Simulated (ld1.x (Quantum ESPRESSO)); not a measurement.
What the settings do to the PAW potential of Yb

Base potential:

```
Element                 : ytterbium (Yb)
Generator               : ld1.x (Quantum ESPRESSO) 7.5
Type                    : PAW
Functional              : PBE
Relativity              : fully relativistic
Frozen core             : [Kr] 4d10
Valence charge          : 24
Reference configuration : 4f14 5s2 5p6 5d0 6s1 6p1
Partial waves           : 5s (bound): rcut 2.00, rcutus 2.15 bohr; 6s (bound): rcut 2.00, rcutus 2.15 bohr; 5p (bound): rcut 2.30, rcutus 2.80 bohr; 6p (bound): rcut 2.30, rcutus 2.80 bohr; 5d (bound, empty): rcut 3.15, rcutus 3.65 bohr; 5d channel at 1.35 Ry: rcut 3.15, rcutus 3.65 bohr; 4f (bound): rcut 0.65, rcutus 0.85 bohr; 4f channel at 1.05 Ry: rcut 0.65, rcutus 0.85 bohr
Local potential         : all-electron potential smoothed inside 1.35 bohr (lloc = -1)
Core correction         : Bessel-smoothed model core, default radius (core density twice the valence density)
Augmentation charge     : BESSEL, radius 0.50 bohr
```

Open shells are filled in proportion to 2j + 1 (rel_dist='average').

Cutoffs, loose and tight: the cutoffs (Ry, on a coarse ladder) from which the occupation-weighted sum of valence levels, in a spherical-Bessel basis at the reference potential, stays within 10 and 1 mRy of its value at 400 Ry. They do not see the model core or the augmentation charge, which bear on the density cutoff. Test errors are all-electron minus pseudo excitation energies from the reference, over the configurations 4f14 5s2 5p6 5d0 6s2 6p0; 4f14 5s2 5p6 5d0 6s1 6p0; 4f14 5s2 5p6 5d0 6s0 6p0; 4f13 5s2 5p6 5d1 6s1 6p0; 4f13 5s2 5p6 5d0 6s0 6p0; 4f13 5s2 5p6 5d1 6s2 6p0; 4f14 5s2 5p5 5d0 6s2 6p0. A dash means not determined; rows that change the core or the reference have their own tests. The largest error is taken over the tests solved by every variant that gives reliable tests at all: 4f14 5s2 5p6 5d0 6s0 6p0; 4f14 5s2 5p6 5d0 6s1 6p0; 4f14 5s2 5p6 5d0 6s2 6p0.

Cutoffs are not given where the Bessel-basis levels miss the radial ones by over 6 mRy, ghosts where they miss by over 20 mRy; a channel whose overlap is not positive is not tested.

The default core radius of the base comes out at 0.60 bohr.

| change | outcome | bound ghosts | largest test error (meV) |
| --- | --- | --- | --- |
| base | generated | not determined | +331 |
| core correction a·sin(br)/r model core, default radius (ld1.x builds one for every PAW set, though the input has nlcc=.false.) | generated | not determined | +307 |
| core correction Bessel-smoothed model core inside 0.36 bohr | generated | not determined | +331 |
| core correction Bessel-smoothed model core inside 0.46 bohr | generated | not determined | +326 |
| core correction Bessel-smoothed model core inside 0.60 bohr | generated | not determined | +331 |
| core correction Bessel-smoothed model core inside 0.66 bohr | generated | not determined | +331 |
| core correction Bessel-smoothed model core inside 0.82 bohr | generated | not determined | +328 |
| core correction Bessel-smoothed model core inside 0.90 bohr | generated | not determined | +326 |
| core correction Bessel-smoothed model core inside 1.04 bohr | generated | not determined | +323 |
